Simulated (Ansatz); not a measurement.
PBE exchange is replaced step by step with exact exchange (0 % is PBE, 25 % PBE0; no dispersion term), basis def2-TZVP, Ansatz. System: the cluster Li6O2. Total charge 0; singlet. Geometry: PBE0-D4/def2-TZVP.

Geometry of the singlet:

Cartesian coordinates in Å:
```
Li 1.0078 0.4760 -1.7100
Li 0.9932 -1.8539 0.4716
Li 0.7554 3.3494 -0.7366
Li -1.3422 -1.7815 2.0813
Li -0.1865 0.6956 0.5352
Li -1.2571 -1.5485 -0.7497
O -0.5358 -1.0666 0.7645
O 0.5652 1.7296 -0.6562
```

At PBE-D4/def2-TZVP the restricted singlet is unstable: a solution with broken spin symmetry lies lower. The restricted singlet is unstable towards broken spin symmetry at other levels; at PBE with 5 % exact exchange/def2-TZVP, PBE with 10 % exact exchange/def2-TZVP, PBE with 15 % exact exchange/def2-TZVP, PBE0-D4/def2-TZVP and others this wasn't settled. The geometry of the singlet was relaxed on an unsound state (restricted singlet, unstable towards broken spin symmetry at other levels and untested here). The structure comes from a short search, and lower isomers may exist.

```json
{"exact exchange (%)": "0", "HOMO (eV)": "-2.41", "LUMO (eV)": "-1.80", "gap (eV)": "0.61"}
{"exact exchange (%)": "5", "HOMO (eV)": "-2.47", "LUMO (eV)": "-1.71", "gap (eV)": "0.76"}
{"exact exchange (%)": "15", "HOMO (eV)": "-2.59", "LUMO (eV)": "-1.54", "gap (eV)": "1.06"}
{"exact exchange (%)": "25", "HOMO (eV)": "-2.72", "LUMO (eV)": "-1.36", "gap (eV)": "1.35"}
{"exact exchange (%)": "35", "HOMO (eV)": "-2.84", "LUMO (eV)": "-1.19", "gap (eV)": "1.65"}
{"exact exchange (%)": "50", "HOMO (eV)": "-3.04", "LUMO (eV)": "-0.95", "gap (eV)": "2.09"}
```

Q: Estimate the row for 10 %.

A: 
| exact exchange (%) | HOMO (eV) | LUMO (eV) | gap (eV) |
| --- | --- | --- | --- |
| 10 | -2.53 | -1.62 | 0.91 |
